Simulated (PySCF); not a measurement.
Isomers of C6H14P2, from PBE0-D3(BJ)/def2-SVP geometry optimisation, gas phase in PySCF 2.14.0. One conformer each, no zero-point energy, no frequencies.

**Question.** Which is lowest in electronic energy at this level?
A. `[CH3:1][CH2:2][P:3]1[CH2:4][CH2:5][PH:6][CH2:7][CH2:8]1` with C1–C2–P3–C4 75°, C2–P3–C4–C5 164°, P3–C4–C5–P6 -71°, C4–C5–P6–C7 64°, C5–P6–C7–C8 -64°: A = 2893, B = 852.3, C = 726.4 MHz, dipole 0.64 D
B. `[CH2:1]=[P@:2]([CH3:3])(/[CH:4]=[CH:5]/[CH3:6])[CH2:7][PH2:8]` with C1–P2–C4–C5 113°, C1–P2–C7–P8 -50°, P2–C7–P8–H 85° and 180°: A = 2827, B = 654.8, C = 633.6 MHz, dipole 3.62 D
C. `[CH2:1]=[CH:2][CH2:3][P@:4]([CH3:5])([PH2:6])=[CH:7][CH3:8]` with C1–C2–C3–P4 -104°, C2–C3–P4–C5 175°, C3–P4–P6–H -179° and -86°: A = 1604, B = 1003, C = 833.2 MHz, dipole 1.29 D

**Answer.** A. That is `CCP1CCPCC1`, 53.7 kcal/mol below the next.

| SMILES | mapped SMILES | E (Eh) | relative (kcal/mol) | relative (kJ/mol) | dipole (D) |
| --- | --- | --- | --- | --- | --- |
| CCP1CCPCC1 | [CH3:1][CH2:2][P:3]1[CH2:4][CH2:5][PH:6][CH2:7][CH2:8]1 | -918.86890 | 0.0 | 0.0 | 0.64 |
| C=CC[P@](C)(P)=CC | [CH2:1]=[CH:2][CH2:3][P@:4]([CH3:5])([PH2:6])=[CH:7][CH3:8] | -918.78326 | 53.7 | 224.8 | 1.29 |
| C=[P@](C)(/C=C/C)CP | [CH2:1]=[P@:2]([CH3:3])(/[CH:4]=[CH:5]/[CH3:6])[CH2:7][PH2:8] | -918.77904 | 56.4 | 235.9 | 3.62 |

As drawn, the highest has a C=C bond outside aromatic rings, which the lowest lacks.
